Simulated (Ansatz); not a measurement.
Ideal-gas functions of FH3S3Zr (`[F][Zr]([SH])([SH])[SH]`) at 800 K and 1 bar, from an Ansatz frequency run at PBE0-D4/def2-TZVP.

Molar mass 209.45 g/mol, point group C3 (symmetry number 3), electronic degeneracy 1, moments of inertia 389.348, 389.5, 511.255 u Å². Harmonic wavenumbers (cm⁻¹, unscaled): 78, 78, 93, 129, 129, 178, 179, 241, 351, 390, 390, 508, 510, 510, 674, 2670, 2670, 2671.

Use S(trans) = R[1.5 ln M + 2.5 ln T − 1.1517]; rotational temperatures θ = 24.2544 K / I; S(rot) = R[ln(√π/σ · √(T³/θAθBθC)) + 1.5]; for each mode x = 1.438777 ν̃/T, S = R[x/(eˣ − 1) − ln(1 − e⁻ˣ)] and H = RT x/(eˣ − 1); 1 cm⁻¹ = 0.0119627 kJ/mol; R = 8.31446 J/(mol·K).

By hand: the entropy, in J/(mol·K).

Translation 196.0. Rotation: θ = 0.0623, 0.0623, 0.0474 K, giving 127.2. Vibration, mode by mode: 24.65, 24.65, 23.19, 20.48, 20.48, 17.82, 17.77, 15.33, 12.28, 11.43, 11.43, 9.35, 9.32, 9.32, 7.21, 0.40, 0.40, 0.40, in all 235.9. Electronic 0.0. Sum 559.1 J/(mol·K).

By hand: H − E and G − E in kJ/mol, counted from the electronic energy.

Zero-point energy ½ × 12449 × 0.0119627 = 74.5; thermal vibration 77.3; translation, rotation and pV give 4 RT = 26.6. H − E = 178.4 kJ/mol, and G − E = 178.4 − 800 × 559.1/1000 = -268.9 kJ/mol.

Vibration gives 42 % of the entropy, 113.5 J/(mol·K) of it from the modes under 150 cm⁻¹: soft modes count most, and the harmonic formula is weakest for them. The sum counts one conformer and one mirror image; others add a mixing term.
